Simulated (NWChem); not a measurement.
# CBrCuO; SMILES [O+]#[C-]->[Cu][Br]

This build's default masses of Se (78.918 u) and Br (79.917 u) are each other's, which moves their modes by up to 0.6 %.

Question: Give the equilibrium geometry at PBE-D3(BJ)/def2-SVP (NWChem) as an XYZ file, with the point group.

Answer: point group C*v; any orientation.
```
4

Cu    -0.0001     0.5395     0.0000
Br     0.0000    -1.6747     0.0000
O     -0.0007     3.4781     0.0000
C     -0.0002     2.3291     0.0000
```
